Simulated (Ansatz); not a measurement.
Ansatz (a quantum-chemistry and plane-wave program) input (B3LYP-D3(BJ)/def2-TZVP):

Ansatz 0.2 input:
```yaml
crystal:
  periodic: [false, false, false]
  atoms:
    - {symbol: Au, position_ang: [-0.69399792, -0.58241406, -0.64930693]}
    - {symbol: Cl, position_ang: [0.64962923, 0.62468170, 0.62870548]}
basis:
  gaussian:
    orbitals: def2-TZVP
hamiltonian:
  xc: b3lyp
  dispersion: d3bj
total_charge: -1
magnetization: {spin_polarized: true, initial_magnetization: 1}
relax: {f_tol: 0.002, max_steps: 150}
```

End of the output:

```
relax step   1: F+E_penalty+E_count = -16220.61463287 eV  Δ(F+E_penalty+E_count) = +0.000e0 eV  max|allowed force component| = 1.570e0 eV/Å  Δτ_max = 0.0000 Å  (30 SCF iters, accepted)
these checks for a lower state are left out or cut short: starts, cluster_reference, orbital_swaps, neighbouring_geometries, increment
integrals: 0.02 GiB planned
653 factors; their error is unknown
mean field: 0.27 GiB planned
mean field -16220.77416451 eV, -596.1024557100 hartree, gradient 6.9e-5 eV, S^2 0.752417; 0 other end points of the search recorded, 0 dependent functions left out
the calculation of the forces begins
reference -16220.77434202 eV, -596.1024622334 hartree; 19, 18 occupied and 58, 59 virtual orbitals, 653 factors
relax step   2: F+E_penalty+E_count = -16220.84807283 eV  Δ(F+E_penalty+E_count) = -2.334e-1 eV  max|allowed force component| = 4.312e-1 eV/Å  Δτ_max = 0.0756 Å  (35 SCF iters, accepted)
these checks for a lower state are left out or cut short: starts, cluster_reference, orbital_swaps, neighbouring_geometries, increment
integrals: 0.02 GiB planned
653 factors; their error is unknown
mean field: 0.27 GiB planned
mean field evaluation 32: about -16220.8060 eV, gradient 2.3e-5 eV
mean field -16220.80604808 eV, -596.1036274096 hartree, gradient 2.3e-5 eV, S^2 0.752434; 0 other end points of the search recorded, 0 dependent functions left out
the calculation of the forces begins
reference -16220.80622613 eV, -596.1036339529 hartree; 19, 18 occupied and 58, 59 virtual orbitals, 653 factors
relax step   3: F+E_penalty+E_count = -16220.87958949 eV  Δ(F+E_penalty+E_count) = -3.152e-2 eV  max|allowed force component| = 9.817e-2 eV/Å  Δτ_max = 0.0376 Å  (31 SCF iters, accepted)
these checks for a lower state are left out or cut short: starts, cluster_reference, orbital_swaps, neighbouring_geometries, increment
integrals: 0.02 GiB planned
653 factors; their error is unknown
mean field: 0.27 GiB planned
mean field -16220.80845676 eV, -596.1037159271 hartree, gradient 2.5e-5 eV, S^2 0.752442; 0 other end points of the search recorded, 0 dependent functions left out
the calculation of the forces begins
reference -16220.80863519 eV, -596.1037224843 hartree; 19, 18 occupied and 58, 59 virtual orbitals, 653 factors
relax step   4: F+E_penalty+E_count = -16220.88183636 eV  Δ(F+E_penalty+E_count) = -2.247e-3 eV  max|allowed force component| = 4.798e-3 eV/Å  Δτ_max = 0.0150 Å  (33 SCF iters, accepted)
these checks for a lower state are left out or cut short: starts, cluster_reference, orbital_swaps, neighbouring_geometries, increment
integrals: 0.02 GiB planned
653 factors; their error is unknown
mean field: 0.27 GiB planned
mean field -16220.80845439 eV, -596.1037158398 hartree, gradient 4.7e-5 eV, S^2 0.752442; 0 other end points of the search recorded, 0 dependent functions left out
the calculation of the forces begins
reference -16220.80863280 eV, -596.1037223963 hartree; 19, 18 occupied and 58, 59 virtual orbitals, 653 factors
relax step   5: F+E_penalty+E_count = -16220.88184229 eV  Δ(F+E_penalty+E_count) = -5.933e-6 eV  max|allowed force component| = 1.357e-5 eV/Å  Δτ_max = 0.0008 Å  (32 SCF iters, accepted)
integrals: 0.02 GiB planned
653 factors; their error is unknown
mean field: 0.27 GiB planned
mean field evaluation 64: about -16220.8085 eV, gradient 4.7e-5 eV
mean field -16220.80845439 eV, -596.1037158398 hartree, gradient 4.7e-5 eV, S^2 0.752442; 1 other end points of the search recorded, 0 dependent functions left out
the calculation of the forces begins
reference -16220.80863280 eV, -596.1037223963 hartree; 19, 18 occupied and 58, 59 virtual orbitals, 653 factors
Total energy: -16220.88202070 eV, -596.1064193520 hartree
Atom 0 at    -0.771381    -0.651934    -0.722911 Å, force    -0.000014    -0.000012    -0.000013 eV/Å
Atom 1 at     0.727013     0.694202     0.702310 Å, force     0.000014     0.000012     0.000013 eV/Å
Dipole moment:    -0.353498    -0.317577    -0.336235 e Å
```

The spin state was set by rule; other spins were not relaxed.
